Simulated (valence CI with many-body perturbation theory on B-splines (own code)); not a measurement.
Values are calculated unless marked as measured or tabulated.
Rh40+: what each term of the Hamiltonian does

Level of theory: valence CI with perturbative core correlation (CI+MBPT): three valence electrons over a frozen Dirac-Fock core [He], radial functions for each j: 11 s, 11 p, 9 d, 7 f, 5 g, 2 h, 1 i, with the one-electron correlation potential Σ1 (screened to all orders), the two-electron term Σ2, the three-electron term Σ3, Breit, model QED; selected single and double excitations, second order for the rest (own B-spline code, finite nucleus).

The last digits are not significant, and no measured levels were compared; by estimate large intervals hold to a few tenths of a per cent, small ones and those within an open d or f shell to about a per cent.

Each rung adds one term. CI alone is the Dirac-Coulomb CI over the frozen core; QED comes last and gives the full result, which names the levels. Energies are above (2s^2 2p1/2) J=1/2 on the same rung, in eV.

Levels are named by their leading jj configuration (3d3/2^4 stands for four electrons in 3d with j = 3/2), which in mixed levels can hold well under half, so a name can repeat and another be missing. Letters in brackets count levels of one name in rising energy.

| Level | CI alone |
| --- | --- |
| (2s 2p1/2^2) J=1/2 | 123.6 |
| (2s^2 2p3/2) J=3/2 | 164.3 |
| (2s 2p1/2 2p3/2) J=3/2 [a] | 251.7 |
| (2s 2p1/2 2p3/2) J=5/2 | 279.6 |
| (2s 2p1/2 2p3/2) J=3/2 [b] | 319.9 |
| (2s 2p1/2 2p3/2) J=1/2 | 322.3 |
| (2s 2p3/2^2) J=5/2 | 435.8 |
| (2p1/2^2 2p3/2) J=3/2 | 456.6 |
| (2s 2p3/2^2) J=1/2 | 493.0 |
| (2s 2p3/2^2) J=3/2 | 496.0 |
| (2p1/2 2p3/2^2) J=3/2 | 596.6 |
| (2p1/2 2p3/2^2) J=5/2 | 615.4 |
| (2p1/2 2p3/2^2) J=1/2 | 643.8 |
| (2p3/2^3) J=3/2 | 788.8 |
| (2s^2 3s) J=1/2 | 3455.0 |
| (2s^2 3p1/2) J=1/2 | 3499.5 |

(1) What do these energies become with core correlation, Breit and QED?

(2) How does the ionisation energy move along the ladder, and which term matters most?

## Answers

(1) (2s 2p1/2^2) J=1/2 123.6 (-0.01); (2s^2 2p3/2) J=3/2 161.4 (-2.90); (2s 2p1/2 2p3/2) J=3/2 [a] 249.0 (-2.72); (2s 2p1/2 2p3/2) J=5/2 274.6 (-5.00); (2s 2p1/2 2p3/2) J=3/2 [b] 315.8 (-4.08); (2s 2p1/2 2p3/2) J=1/2 319.5 (-2.72); (2s 2p3/2^2) J=5/2 429.1 (-6.65); (2p1/2^2 2p3/2) J=3/2 452.9 (-3.73); (2s 2p3/2^2) J=1/2 488.4 (-4.59); (2s 2p3/2^2) J=3/2 489.5 (-6.45); (2p1/2 2p3/2^2) J=3/2 590.3 (-6.28); (2p1/2 2p3/2^2) J=5/2 607.0 (-8.43); (2p1/2 2p3/2^2) J=1/2 638.3 (-5.48); (2p3/2^3) J=3/2 779.7 (-9.05); (2s^2 3s) J=1/2 3450.9 (-4.12); (2s^2 3p1/2) J=1/2 3495.3 (-4.15).

(2) CI alone 6169.0, + Σ1 6169.4, + Σ2 6169.3, + Σ3 6169.3, + Breit 6163.1, + QED 6163.1 eV. The largest step is Breit, -6.3 eV. NIST lists 6161 ± 5 eV (semi-empirical).
